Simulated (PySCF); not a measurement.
**Shifts of the heteroatoms**

Atoms are numbered as in `[CH2:1]=[CH:2][CH2:3][SiH2:4][C:5]#[C:6][C:7]#[C:8][CH:9]=[O:10]` (H(Xn): hydrogen on atom n). Ha(C1) is cis to C3; Hb(C1) is trans to C3.

- NMR shieldings at PBE0/pcSseg-1/GIAO
- coordinates at the GFN2-xTB level
- program: PySCF 2.14
- non-relativistic Hamiltonian, isolated molecule, averaged over atoms made equivalent by symmetry, fast rotation or ring inversion, one conformer

(1) Where does 29Si resonate?

(2) Predict the 17O NMR data.

## Answers

(1) 
| atoms | environment | σ (ppm) | δ (ppm) |
| --- | --- | --- | --- |
| Si4 | silicon bonded to 2 C, 2 H | 411.5 | -58.3 |

Shieldings were converted by a linear fit to measured shifts: 29Si (scatter 8.9 ppm rms, 25.8 ppm with the 6 outliers that the fit left out vs TMS, solution or neat liquid). Occasional misses reach two or three times the rms, and more in compound classes unlike the fitted ones.

On a 600 MHz spectrometer 29Si resonates near 119.2 MHz, so 1 ppm is 119.2 Hz.

(2) 
```csv
atoms,environment,σ (ppm),δ (ppm)
O10,aldehyde oxygen,-434.9,662.9
```

Shieldings were converted by a linear fit to measured shifts: 17O (scatter 10.7 ppm rms, 12.2 ppm with the 3 outliers that the fit left out vs liquid water, solution or neat liquid). Occasional misses reach two or three times the rms, and more in compound classes unlike the fitted ones.

On a 300 MHz spectrometer 17O resonates near 40.7 MHz, so 1 ppm is 40.7 Hz.
